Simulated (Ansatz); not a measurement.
GaH₃O, SMILES `[OH][GaH2]`. The species carries charge 0 and has multiplicity 1.

(1) List the harmonic frequencies (cm⁻¹, unscaled) at PBE0-D4/def2-TZVP in Ansatz. (Best estimate.)

(2) Is this a minimum?

(3) Give the ideal-gas thermochemistry at 298.15 K and 1 bar (rigid rotor, harmonic oscillator; point group Cs, symmetry number 1).

(4) Rotational constants (cm⁻¹)?

Results:

(1) The calculation gave: 471, 487, 622, 686, 740, 846, 1985, 2028, 3906.

(2) Yes, all 9 modes are real.

(3) Zero-point energy 70.4 kJ/mol; H(298) − E = 82.7 kJ/mol; entropy 263.1 J/(mol·K), of which translation 164.8, rotation 87.4, vibration 10.9; G(298) − E = 4.3 kJ/mol.

(4) 3.591, 0.3576, 0.3252.
